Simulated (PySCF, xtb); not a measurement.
Mo(NMe)(S)(F)2 (CH₃F₂MoNS), SMILES [F][Mo](=[S])([F])=[N]C, multiplicity 1.

GFN2-xTB in xtb 6.7.1 at its own geometry gives an orbital gap of 2.25 eV and a dipole moment of 3.44 D.

Geometry optimised at PBE-D3(BJ)/def2-SVP. The spin state was assumed, not searched. The structure was generated by enumeration; whether it is a known compound was not checked. The def2 effective core potentials stand for the cores of Mo; spin–orbit coupling is left out.

**Question.** What does PySCF with PBE/def2-TZVP give? (The exact figures need the calculation; the answer reports its results.)

**Answer.** gap 2.92 eV (levels -6.49 and -3.57 eV), dipole 2.87 D.
